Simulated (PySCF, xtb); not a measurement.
CH₈N₂Si₃, SMILES C1=N[SiH2][SiH2]N[SiH2]1.

GFN2-xTB run with xtb 6.7.1 at its own geometry gives an orbital gap of 1.80 eV and a dipole moment of 2.09 D.

The structure is a stationary point at PBE0-D3(BJ)/def2-SVP. The structure was generated by enumeration, and PubChem lists no compound with its InChIKey, so it may never have been made.

Question: What does r2SCAN/def2-TZVP run with PySCF give? (An estimate is asked for; the answer gives what the named calculation found.)

Answer: gap 3.14 eV (levels -5.41 and -2.27 eV), dipole 1.98 D.
